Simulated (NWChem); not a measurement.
# SiNH3, singlet; SMILES [SiH]N

```xyz
5

Si     0.1161    -0.6872     0.0000
H     -1.4100    -0.8864     0.0000
N      0.0170     1.0284     0.0000
H     -0.8303     1.5879     0.0000
H      0.8492     1.6100     0.0000
```
Atoms are numbered in this order, from 1.

Results from NWChem. Low-valent species are run as closed-shell singlets; no triplet was tried in these runs. All runs use the structure optimised with PBE0/def2-SVP. Vzz is the largest principal value of the second derivative of the potential at the nucleus (NWChem prints the opposite sign); η is the asymmetry. Non-relativistic.

| level | Vzz N3 (a.u.) | η N3 |
|---|---|---|
| CAM-B3LYP/cc-pVTZ | -0.528 | 0.73 |
| CAM-B3LYP/def2-SVP | … | 0.70 |
| PBE/def2-TZVP | -0.462 | 0.81 |
| PBE/def2-SVP | -0.511 | 0.70 |

Some entries are withheld; supply them.


- CAM-B3LYP/def2-SVP, Vzz N3 (a.u.): -0.563
